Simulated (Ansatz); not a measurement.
`C[SiH2]C=O` + HBr → `O=C[SiH2]Br` + CH₄ at 298.15 K and 1 bar (ligand exchange at the Si–C bond).

Program: Ansatz. Geometries: PBE0-D4/def2-TZVP. ΔE: electronic, gas phase. CCSD(T)/CBS is the MP2 limit (def2-TZVPP, def2-QZVPP) plus CCSD(T) − MP2 in def2-TZVPP, frozen cores. This one scheme is used for every species. For Br outer-core shells are correlated without core-valence functions, which leaves a few kJ/mol of doubt a bond. Scalar relativity is left out up to krypton. One conformer a species, not always the lowest.

```tsv
species	CCSD(T)/CBS energy (Eh)	H − E (kJ/mol)	S (J/(mol·K))
`C[SiH2]C=O`	-443.94476	206.7	326.9
HBr	-2573.91920	24.6	198.6
`O=C[SiH2]Br`	-2977.43874	112.6	337.0
CH₄	-40.46206	127.4	186.2
```

H − E and S are ideal-gas, rigid-rotor, harmonic terms from PBE0-D4/def2-TZVP, for one conformer and one mirror image of each species. 1 Eh = 2625.50 kJ/mol, R = 8.31446 J/(mol·K).

Problem. By hand: ΔE, ΔH, ΔS and ΔG.

Solution. ΔE = (-2977.43874) + (-40.46206) − (-443.94476) − (-2573.91920) = -0.03684 Eh = -96.7 kJ/mol. Δ(H − E) = 112.6 + 127.4 − 206.7 − 24.6 = 8.7, so ΔH = -88.0 kJ/mol. ΔS = 337.0 + 186.2 − 326.9 − 198.6 = -2.3 J/(mol·K). ΔG = -88.0 − 298.15 × (-2.3)/1000 = -87.3 kJ/mol.

Problem. By hand: the equilibrium constant, and the temperature at which ΔG would vanish if ΔH and ΔS stayed fixed.

Solution. log₁₀ K = −ΔG/(RT ln 10) = 15.3. ΔG = 0 at ΔH/ΔS = 38261 K, far beyond where these terms or the molecules hold.

The number of gas molecules stays the same, so ΔS is small and ΔH decides. A doubt of 5 kJ/mol in ΔE shifts log₁₀ K by 0.9 here. Other conformers and mirror images would add mixing entropy, several J/(mol·K) or more a flexible species. Modes under 60 cm⁻¹, often nearly free rotors, make the harmonic entropy too high. These are equilibria of isolated gas molecules and say nothing of rates. Largest T1 diagnostic: 0.014 (customary marks: 0.02 for closed shells, 0.045 for open ones).
